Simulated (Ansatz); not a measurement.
Cr(NH2)3 (CrN3H6) was relaxed with r2SCAN-D4 (def2-SVP, def2-SVPD) in Ansatz in these states: charge +1 triplet, charge -1 quintet, neutral quartet. The geometries follow in no particular order.

A:

Cartesian coordinates in Å:
```
Cr 0.0003 -0.0002 0.0000
N -0.6700 -1.6833 -0.2844
H -0.3752 -2.3194 -1.0243
H -1.3968 -2.1315 0.2723
N 0.9718 0.3566 1.5139
H 0.6809 0.9746 2.2705
H 1.8889 -0.0310 1.7323
N -0.3017 1.3265 -1.2294
H -1.2096 1.7373 -1.4440
H 0.4114 1.7702 -1.8069
```

B:

```
atom    x (Å)    y (Å)    z (Å)
 Cr1   0.0288   0.0626  -0.2482
  N2   1.5511  -0.5389   0.8639
  H3   1.9630  -1.4482   0.6374
  H4   1.4226  -0.5475   1.8798
  N5  -0.2443   0.2679  -2.1839
  H6   0.0134   1.0830  -2.7412
  H7  -0.7040  -0.3765  -2.8266
  N8  -1.0740   0.6647   1.2730
  H9  -0.8690   0.2496   2.1860
 H10  -2.0875   0.5834   1.1598
```

C:

```xyz
10

Cr   -0.3644   -0.4339   -0.0692
N    -1.0729    0.6258    1.1590
H    -0.8075    0.6069    2.1493
H    -1.6169    1.4669    0.9399
N    -0.3270    0.4019   -1.6339
H    -0.3262   -0.1174   -2.5205
H     0.0288    1.3502   -1.7907
N     1.1234   -1.1721    0.5564
H     1.4806   -2.0603    0.1833
H     1.8821   -0.6680    1.0264
```

**Question.** Judge from the bond lengths which geometry belongs to which state (an estimate).

**Answer.** A is the neutral quartet (Cr1–N2 1.834 Å, Cr1–N8 1.834 Å, Cr1–N5 1.834 Å); B is the charge -1 quintet (Cr1–N2 1.979 Å, Cr1–N8 1.973 Å, Cr1–N5 1.966 Å); C is the charge +1 triplet (Cr1–N2 1.770 Å, Cr1–N8 1.775 Å, Cr1–N5 1.774 Å).

At r2SCAN-D4/def2-SVPD the highest occupied level of the relaxed charge -1 quintet lies above zero (up to 1.35 eV). By energy differences its removal costs 0.57 eV (each at its own geometry, to the charge 0 quartet, at PBE0-D4/def2-TZVPD). At r2SCAN-D4/def2-SVP the relaxed charge 1 triplet is spin-contaminated (final ⟨S²⟩ up to 2.19, 2.00 for a pure state).
